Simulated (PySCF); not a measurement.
All of these have the formula C4H6F4O. Theory: PySCF 2.14.0, density-fitted response routines, TDDFT B3LYP/def2-SVPD, vertical, gas phase, core orbitals frozen in the response. Geometries: GFN2-xTB; one conformer of each isolated species. Triplets are in the Tamm–Dancoff approximation.

A. `COC[C@H](F)C(F)(F)F`
B. `CO[C@@H](CF)C(F)(F)F`
C. `FC[C@H](F)COC(F)F`
D. `C[C@@H](F)[C@@H](F)OC(F)F`

Lowest singlet levels (six at most, fewer where fewer were computed) with oscillator strengths:

1. 7.39 eV (f 0.010); 7.79 eV (f 0.013); 8.03 eV (f 0.033); 8.20 eV (f 0.007); 8.35 eV (f 0.020); 8.77 eV (f 0.001); T1 7.22 eV
2. 8.88 eV (f 0.057); 9.14 eV (f 0.009); 9.27 eV (f 0.002); 9.38 eV (f 0.012); 9.45 eV (f 0.017); 9.50 eV (f 0.007); T1 8.54 eV
3. 8.22 eV (f 0.012); 8.39 eV (f 0.011); 8.58 eV (f 0.003); 8.83 eV (f 0.033); 8.88 eV (f 0.012); 9.23 eV (f 0.025); T1 8.04 eV
4. 7.12 eV (f 0.026); 7.74 eV (f 0.007); 8.06 eV (f 0.005); 8.07 eV (f 0.003); 8.21 eV (f 0.015); 8.59 eV (f 0.027); T1 6.95 eV

Problem. Which spectrum belongs to which structure?

Solution. 1 = B, 2 = D, 3 = C, 4 = A.
- A: S1 at 7.12 eV, HOMO→LUMO (97%); Löwdin shares by element: HOMO oxygen 62%, carbon 19% or more, hydrogen 5% or more; LUMO carbon 39% or more, hydrogen 18% or more (atoms not listed hold the other 43%); HOMO -7.89 and LUMO 0.25 eV.
- B: S1 at 7.39 eV, HOMO→LUMO (96%); Löwdin shares by element: HOMO oxygen 57%, carbon 24% or more (atoms not listed hold the other 19%); LUMO carbon 33% or more, fluorine 7% or more, hydrogen 7% or more (atoms not listed hold the other 53%); HOMO -8.01 and LUMO 0.34 eV.
- C: S1 at 8.22 eV, HOMO→LUMO (92%); Löwdin shares by element: HOMO oxygen 42%, carbon 24% or more, fluorine 8% or more (atoms not listed hold the other 25%); LUMO carbon 23% or more, hydrogen 20% or more, fluorine 14% or more (atoms not listed hold the other 43%); HOMO -8.90 and LUMO 0.23 eV.
- D: S1 at 8.88 eV, HOMO→LUMO (92%); Löwdin shares by element: HOMO carbon 31% or more, oxygen 16%, fluorine 16% or more (atoms not listed hold the other 38%); LUMO hydrogen 35% or more, carbon 26% or more (atoms not listed hold the other 39%); HOMO -9.55 and LUMO 0.26 eV.

Without π bonds the low states are Rydberg-like; a valence basis with one diffuse set may place them up to an eV too high.
